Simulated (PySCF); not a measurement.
A GIAO shielding run with PySCF 2.14 (density fitting, non-relativistic, gas phase) on SMILES N[SiH2]C#C[SiH3], C2H7NSi2:

```
$ OMP_NUM_THREADS=1 python probes_run.py task.json out

{"job": {"kind": "nmr", "xc": "mPW1PW91", "basis": "pcSseg-2", "pop": false}, "charge": 0, "multiplicity": 1}
N     -2.627176     1.199831     0.356126
Si    -1.934638    -0.331620    -0.033366
C     -0.084251    -0.373427    -0.045538
C      1.141606    -0.377605    -0.050185
Si     2.974300    -0.399906    -0.064401
H     -2.543832     1.959990    -0.310336
H     -2.540491     1.550836     1.303824
H     -2.384658    -1.322038     0.984573
H     -2.386626    -0.716855    -1.399749
H      3.491553    -0.043356     1.289143
H      3.453631    -1.763132    -0.434090
H      3.480255     0.588767    -1.060797
```

Hardware: 1 thread of an Arm Neoverse V2, shared host.

**Question.** How large is the calculation?

**Answer.** 54 electrons, 292 basis functions and 835 auxiliary functions.

**Question.** How long does it take, and how much memory does it need?

**Answer.** 31 s of wall time, with 14 SCF cycles and 5 response iterations; peak memory 1.1 GiB. Times on a shared host scatter by some tens of per cent.

**Question.** And these other runs on the same molecule and hardware: GIAO shielding at B3LYP/pcSseg-2; GIAO shielding at B97-D/pcSseg-2; GIAO shielding at BLYP/pcSseg-2; GIAO shielding at BP86/pcSseg-2; GIAO shielding at HF/pcSseg-2; GIAO shielding at KT2/pcSseg-2?

**Answer.** B3LYP/pcSseg-2: 292 functions, 31 s; B97-D/pcSseg-2: 292 functions, 38 s; BLYP/pcSseg-2: 292 functions, 39 s; BP86/pcSseg-2: 292 functions, 37 s; HF/pcSseg-2: 292 functions, 20 s; KT2/pcSseg-2: 292 functions, 38 s.
